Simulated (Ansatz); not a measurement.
Total energies of Sn₆S₆ from Ansatz at PBE0-D4/def2-SVP, gas phase (1 Eh = 27.2114 eV = 2625.5 kJ/mol). The reference geometry is relaxed at PBE-D4/def2-SVP.

```tsv
atom	x (Å)	y (Å)	z (Å)
Sn1	1.820	0.607	1.299
Sn2	1.901	-2.377	-1.147
Sn3	0.142	0.990	-2.089
Sn4	-1.431	2.763	0.955
Sn5	-0.623	-2.416	1.436
Sn6	-2.849	-0.408	-0.034
S7	-2.536	1.792	-1.203
S8	-0.753	-1.619	-1.219
S9	-0.975	0.212	1.915
S10	1.886	-2.323	1.464
S11	0.832	2.711	-0.193
S12	2.584	0.068	-1.183
```

```csv
state,geometry,energy (Eh)
charge 0 singlet,reference,-3674.03549
charge 1 doublet,reference,-3673.76660
charge -1 doublet,reference,-3674.08779
charge -1 doublet,relaxed at PBE-D4/def2-SVP,-3674.10846
free Sn atom (triplet),–,-214.25429
free S atom (triplet),–,-397.83788
```

In the def2 sets Sn takes a core potential; there is no spin–orbit coupling.

Task: Work out the vertical ionisation energy to the doublet.

Result: E(charge 1 doublet) − E(charge 0 singlet) = -3673.76660 − (-3674.03549) = 0.26889 Eh = 7.32 eV. For comparison, −ε of the highest occupied level is 6.03 eV at this level, 1.29 eV less.

Task: Work out the vertical electron affinity, to the doublet.

Result: E(charge 0 singlet) − E(charge -1 doublet) = -3674.03549 − (-3674.08779) = 0.05230 Eh = 1.42 eV. The basis lacks diffuse functions, which makes affinities too small.

Task: Give the fundamental gap IE − EA, the Mulliken electronegativity (IE + EA)/2 and the hardness (IE − EA)/2.

Result: From the values in Eh: IE − EA = 0.26889 − 0.05230 = 0.21659 Eh = 5.89 eV; (IE + EA)/2 = 4.37 eV; (IE − EA)/2 = 2.95 eV. The HOMO–LUMO gap of the same run is 3.46 eV, 2.43 eV smaller than the fundamental gap.

Task: How much does the charge -1 doublet relax, and what is the adiabatic electron affinity?

Result: Relaxation: -3674.08779 − (-3674.10846) = 0.02067 Eh = 0.56 eV. Adiabatic electron affinity: 0.07297 Eh = 1.99 eV, without zero-point energy. Bonds change on the way (1 lost, 0 formed), so the relaxed form is another species. 

Task: What is the binding energy per atom against free atoms?

Result: Atoms: 6 × (-214.25429) + 6 × (-397.83788) = -3672.55302 Eh. Binding: -3672.55302 − (-3674.03549) = 1.48247 Eh = 40.34 eV, or 3.36 eV for each of 12 atoms (no zero-point energy, no counterpoise term).

 

The structure comes from a short search, and lower isomers may exist.
